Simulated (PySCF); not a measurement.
Species: C7H7BCl2.
Numbering: `[Cl:1][B:2]([Cl:3])[C@H:4]1[C@H:5]2[CH:6]=[CH:7][C@@H:8]1[CH:9]=[CH:10]2` (hydrogens: H11 on C4; H12 on C5; H13 on C6; H14 on C7; H15 on C8; H16 on C9; H17 on C10)

All values: PBE0/def2-SVPD (PySCF, non-relativistic), on one gas-phase PBE0-D3(BJ)/def2-SVP geometry that isn't relaxed in the solvent. The solvent is an IEF-PCM continuum (Bondi radii, 1.10 Å for H, scaled by 1.2), and excitations are vertical TDDFT with non-equilibrium linear response and a frozen core. Specific hydrogen bonds and non-electrostatic terms are outside this model.

Gas-phase singlets (H = HOMO, L = LUMO):

| state | E (eV) | λ (nm) | f | leading configurations |
| --- | --- | --- | --- | --- |
| S1 | 4.453 | 278 | 0.022 | H→L 98% |
| S2 | 4.911 | 252 | 0.000 | H→L+1 98% |
| S3 | 5.197 | 239 | 0.006 | H-1→L 98% |
| S4 | 5.676 | 218 | 0.011 | H-1→L+1 84%, H→L+3 15% |
| S5 | 6.002 | 207 | 0.000 | H-2→L 98% |

Question: What are the lowest 5 singlets in chloroform (ε = 4.711)?

Answer: 
```csv
state,E (eV),λ (nm),f,leading configurations,change by rank (eV)
S1,4.342,286,0.029,H→L 98%,-0.111
S2,4.898,253,0.000,H→L+1 98%,-0.013
S3,5.090,244,0.008,H-1→L 98%,-0.107
S4,5.673,219,0.018,"H-1→L+1 85%, H→L+3 13%",-0.003
S5,6.064,204,0.000,H-2→L 97%,+0.062
```

Question: What are the lowest 5 singlets in acetonitrile (ε = 35.69)?

Answer: 
| state | E (eV) | λ (nm) | f | leading configurations | change by rank (eV) |
| --- | --- | --- | --- | --- | --- |
| S1 | 4.320 | 287 | 0.028 | H→L 98% | -0.133 |
| S2 | 4.909 | 253 | 0.000 | H→L+1 98% | -0.002 |
| S3 | 5.065 | 245 | 0.008 | H-1→L 98% | -0.132 |
| S4 | 5.678 | 218 | 0.017 | H-1→L+1 85%, H→L+3 13% | +0.002 |
| S5 | 6.087 | 204 | 0.000 | H-3→L 96% | +0.085 |

Question: The ground-state energy changes by -0.123 eV from gas to acetonitrile. By how much does the total energy of gas-phase S1 change?

Answer: E(S1) = E(S0) + excitation energy, so it changes by -0.123 − 0.133 = -0.256 eV: it is lowered more than the ground state, which is what a red shift means. This is the vertical state, with the slow part of the continuum still set for S0.

Question: How do the frontier levels move from gas to acetonitrile?

Answer: 
| orbital | gas (eV) | solvent (eV) | change (eV) | Löwdin shares, gas | Löwdin shares, solvent |
| --- | --- | --- | --- | --- | --- |
| LUMO+2 | 0.29 | 0.31 | +0.02 | B2 36 %, Cl1 16 %, Cl3 15 %, H11 5 % | B2 38 %, Cl1 19 %, Cl3 19 % |
| LUMO+1 | -0.78 | -0.65 | +0.13 | C6 18 %, C7 18 %, C10 15 %, C9 15 % | C6 18 %, C7 18 %, C10 15 %, C9 15 % |
| LUMO | -1.28 | -1.30 | -0.02 | B2 45 %, Cl3 18 %, Cl1 18 %, C4 9 % | B2 45 %, Cl3 18 %, Cl1 18 %, C4 8 % |
| HOMO | -6.80 | -6.69 | +0.11 | C9 24 %, C10 24 %, C7 18 %, C6 18 % | C9 23 %, C10 23 %, C7 18 %, C6 18 % |
| HOMO-1 | -7.66 | -7.54 | +0.12 | C6 18 %, C7 18 %, C9 13 %, C10 13 % | C6 18 %, C7 18 %, C9 13 %, C10 13 % |
| HOMO-2 | -8.92 | -9.01 | -0.09 | Cl1 44 %, Cl3 43 % | Cl1 23 %, Cl3 21 %, C4 18 %, B2 14 % |
| HOMO-3 | -9.00 | -9.01 | -0.01 | Cl3 25 %, Cl1 24 %, C4 16 %, B2 13 % | Cl3 41 %, Cl1 40 % |

The HOMO–LUMO gap goes from 5.51 to 5.39 eV. Rows go by rank; for HOMO-3 and HOMO-2 the atom shares or the degeneracy differ between the runs, so the row needn't follow one orbital. Shares within a degenerate set are those of one arbitrary member.
